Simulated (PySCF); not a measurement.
Al(F)(OSiH3)2, SMILES [F][Al]([O][SiH3])[O][SiH3] (H₆AlFO₂Si₂), B3LYP/def2-SVP optimised geometry.

```
12

Al    -0.33     1.08     0.00
F     -1.12     2.53     0.00
O     -1.23    -0.34     0.00
Si    -2.26    -1.63    -0.01
H     -2.43    -2.15     1.38
H     -1.71    -2.71    -0.87
H     -3.59    -1.22    -0.54
O      1.35     1.08     0.00
Si     2.99     1.28    -0.01
H      3.57     0.78     1.28
H      3.35     2.71    -0.17
H      3.59     0.50    -1.13
```

Density from B3LYP/def2-TZVP run with PySCF at that geometry.

Minimum of the electron density along straight lines between bonded atoms, close to the bond critical point (lines longer than 1.1 times the sum of covalent radii, or with two minima, are not listed):

| bond | length / Å | ρ at the minimum / e bohr⁻³ | ∇²ρ there / e bohr⁻⁵ | position (fraction from the first atom) |
|---|---|---|---|---|
| Al1–F2 | 1.657 | 0.112 | 0.89 | 0.44 |
| Al1–O3 | 1.679 | 0.111 | 0.84 | 0.43 |
| O3–Si4 | 1.653 | 0.131 | 0.81 | 0.59 |
| Si4–H5 | 1.492 | 0.122 | 0.14 | 0.49 |
| Si4–H6 | 1.492 | 0.122 | 0.14 | 0.49 |
| Si4–H7 | 1.492 | 0.122 | 0.14 | 0.49 |
| Al1–O8 | 1.679 | 0.111 | 0.83 | 0.43 |
| O8–Si9 | 1.653 | 0.131 | 0.81 | 0.59 |
| Si9–H10 | 1.492 | 0.122 | 0.14 | 0.49 |
| Si9–H11 | 1.492 | 0.122 | 0.14 | 0.49 |
| Si9–H12 | 1.492 | 0.122 | 0.14 | 0.49 |
